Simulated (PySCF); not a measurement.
An unknown is described by computed data only.

Formula: CH2BNO.

| Quantity | Value |
| --- | --- |
| UV, strongest line | among the 10 lowest singlet transitions: S9 at 9.00 eV (138 nm, f = 0.871) [TDDFT CAM-B3LYP/def2-SVPD] |
| Rotational structure | rotational constants A, B, C: 224.631, 4.325, 4.243 GHz [PBE0-D3(BJ)/def2-SVP] |
| UV, first state | lowest singlet excitation: 4.58 eV (271 nm, f = 0.000) [TDDFT CAM-B3LYP/def2-SVPD] |
| Triplet | lowest triplet excitation (Tamm–Dancoff): 4.28 eV [TDA CAM-B3LYP/def2-SVPD] |
| 13C NMR | chemical shifts (computed TMS as zero) by class: 140.5 (1 C) ppm [GIAO PBE0/pcSseg-1] |
| Polarisability | 38.2 au [CAM-B3LYP/def2-SVPD] |
| 1H NMR | chemical shifts (computed TMS as zero) by class: 5.81 (2 H) ppm [GIAO PBE0/pcSseg-1] |
| Dipole | 1.24 D [CAM-B3LYP/def2-SVPD] |

Electronic properties: PySCF, gas phase, density fitting. Levels stand in brackets. Isolated species at its PBE0-D3(BJ)/def2-SVP geometry, gas phase. NMR classes are plain means over equivalent atoms (diastereotopic ones count apart unless rotation or inversion swaps them), as if these changed places fast.

Question: Give a SMILES that accounts for the data.

Answer: The one carbon: carbon bonded to N and O (140.5 ppm). All hydrogens form one class (5.81 ppm): hydrogen on boron. The optimised geometry has point group C2v and is an asymmetric top. Structure: BH2(NCO) (`O=C=NB`). The assignments are read from this structure; whether some other isomer fits the data as well wasn't checked.
